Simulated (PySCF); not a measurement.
Correlation energy of Mo⁺ (molybdenum, charge +1)

[Kr] 4d4 5s1, high-spin 6D determinant (an excited configuration). Computed with PySCF 2.14 in aug-cc-pwCVTZ-PP with ECP28MDF, with scalar relativity through the core potential. Frozen: 4s2 4p6; 5 electrons correlated.

MP2 pair energies summed by pair of shells (mhartree):

```tsv
pair	energy	share (%)
4d-4d	-37.92	68.2
4d-5s	-17.68	31.8
```

Total MP2 correlation energy: -55.60 mhartree.

Same-spin part -55.60 and opposite-spin part 0.00 mhartree; SCS-MP2 scales them by 1/3 and 6/5 to -18.53 mhartree.
